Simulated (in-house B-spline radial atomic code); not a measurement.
A run on Er (an excited or competing configuration) that did not converge. Method: scalar-relativistic (X2C) wB97X, spin-polarised, spherical fractional occupations, exact exchange averaged over the configuration, Fermi nucleus of rms radius 5.2516 fm; computed with a B-spline radial code for spherical atoms.

Command:
```bash
python run_scf.py task.json out
```
Settings (nuclear radius in fm, mass in u):
```
Z                68
configuration    [Kr] 4d9 4f12 5s2 5p6 6s2 7p1
hamiltonian      x2c
method           wb97x
spin_polarised   True
nucleus          fermi
rms_radius       5.2516
atomic_mass      165.9303
speed_of_light   137.035999084
exact_exchange   averaged over the configuration
```

First and last ten iterations of the last attempt (damped for 15 steps, keeping 80 % of the old Fock matrix, then DIIS):
```
 iter        energy (Eh)    residual
    1      -13079.378318    5.06e-01
    2      -13079.123846    2.57e-01
    3      -13080.146760    1.32e-01
    4      -13080.405756    6.68e-02
    5      -13080.465066    3.53e-02
    6      -13080.479327    2.20e-02
    7      -13080.483629    1.49e-02
    8      -13080.485404    1.04e-02
    9      -13080.486345    7.44e-03
   10      -13080.486941    5.35e-03
  111      -13080.488747    1.47e-06
  112      -13080.488747    1.07e-06
  113      -13080.488747    9.02e-07
  114      -13080.488747    8.68e-07
  115      -13080.488747    8.82e-07
  116      -13080.488747    8.59e-07
  117      -13080.488747    1.17e-05
  118      -13080.488747    2.30e-06
  119      -13080.488747    2.83e-06
  120      -13080.488747    9.08e-07
 not converged after 120 iterations
```

The smallest residual met was 8.6e-07; the threshold is about 7e-07. Over the last five steps the energy moves by less than 1e-08 hartree, but the orbitals didn't meet the threshold. Run time, properties included: 49 s on 1 thread of Intel(R) Xeon(R) 6975P-C (shared host).
